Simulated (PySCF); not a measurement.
From a raw peak list to a structure

Formula C$_{4}$H$_{7}$FO$_{2}$. The spectrum was simulated from the full spin Hamiltonian at 600 MHz with 1.2 Hz Lorentzian lines, from shifts rounded to 0.01 ppm and J to 0.1 Hz, couplings under 1 Hz left out.

```tsv
region	integral (H)	ppm	Hz	height
1	1	5.038	3022.8	77
1		4.942	2965.2	77
2	1	4.344	2606.6	30
2		4.339	2603.4	30
2		4.323	2593.8	61
2		4.318	2590.6	61
2		4.301	2580.9	33
2		4.296	2577.8	33
3	1	3.748	2248.5	85
3		3.736	2241.6	87
3		3.725	2234.9	100
3		3.713	2228.0	98
4	1	3.665	2198.8	42
4		3.660	2195.9	43
4		3.643	2185.8	94
4		3.638	2183.0	96
4		3.622	2172.9	54
4		3.617	2170.1	55
5	2	3.513	2108.1	67
5		3.512	2107.0	70
5		3.508	2105.0	70
5		3.506	2103.8	67
5		3.492	2095.2	50
5		3.490	2094.1	53
5		3.487	2092.1	51
5		3.485	2091.0	49
5		3.452	2071.1	55
5		3.449	2069.5	55
5		3.429	2057.5	47
5		3.426	2055.8	47
5		3.393	2035.7	55
5		3.390	2034.0	54
5		3.370	2022.1	48
5		3.367	2020.4	48
6	1	3.223	1933.7	98
6		3.218	1930.9	96
6		3.202	1921.1	95
6		3.197	1918.2	93
```

PySCF calculation with geometry: PBE0-D3(BJ)/def2-SVP, shielding tensors at PBE0/pcSseg-1 (GIAO) and spin–spin couplings from B3LYP/pcJ-1 (spin–dipole term only in couplings to heteroatoms); no solvent, relativity neglected, single conformer.

Chemical shifts δ = σref − σ; TMS for 1H (σ = 31.27 ppm), all at this level.

(1) Analyse the multiplets.

(2) What is the compound?

Answers

(1) 1H NMR (600 MHz, computed): δ 4.99 (dt, J = 57.6, 1.5 Hz, 1H), 4.32 (tdd, J = 12.9, 3.1, 1.0 Hz, 1H), 3.73 (dd, J = 13.6, 6.9 Hz, 1H), 3.64 (td, J = 13.0, 2.9 Hz, 1H), 3.50 (ddd, J = 12.9, 3.1, 1.2 Hz, 1H), 3.41 (ddd, J = 35.5, 13.6, 1.7 Hz, 1H), 3.21 (dd, J = 12.7, 2.9 Hz, 1H). These are first-order names from the parameters used; overlap and second-order distortion can hide them in the list.

(2) SMILES O1[C@@H](F)COCC1.

Structure with atom numbers: `[F:1][C@H:2]1[CH2:3][O:4][CH2:5][CH2:6][O:7]1`. Hydrogens are named by the atom that carries them. Ha(C3), Ha(C5), Ha(C6) are cis to F1 on the ring; Hb(C3), Hb(C5), Hb(C6) are trans to F1 on the ring.

1. δ 4.99: H(C2), hydrogen on an sp3 CH bonded to F and O, coupled to F1 (57.6 Hz), Hb(C3) and Ha(C5) (1.5 Hz).
2. δ 4.32: Ha(C6), hydrogen on an sp3 CH2 bonded to O, coupled to Hb(C5) and Hb(C6) (12.9 Hz), Ha(C5) (3.1 Hz), F1 (1.0 Hz).
3. δ 3.73: Ha(C3), hydrogen on an sp3 CH2 bonded to O, coupled to Hb(C3) (13.6 Hz), F1 (6.9 Hz).
4. δ 3.64: Hb(C5), hydrogen on an sp3 CH2 bonded to O, coupled to Ha(C6) and Ha(C5) (13.0 Hz), Hb(C6) (2.9 Hz).
5. δ 3.50: Ha(C5), hydrogen on an sp3 CH2 bonded to O, coupled to Hb(C5) (12.9 Hz), Ha(C6) (3.1 Hz), H(C2) (1.2 Hz).
6. δ 3.41: Hb(C3), hydrogen on an sp3 CH2 bonded to O, coupled to F1 (35.5 Hz), Ha(C3) (13.6 Hz), H(C2) (1.7 Hz).
7. δ 3.21: Hb(C6), hydrogen on an sp3 CH2 bonded to O, coupled to Ha(C6) (12.7 Hz), Hb(C5) (2.9 Hz).

This is the structure that produced the data.

Splittings below 1 Hz are ignored in the labels, and close J values are merged. Unscaled 3J(H,H) at this level run about 10 % above measured values.
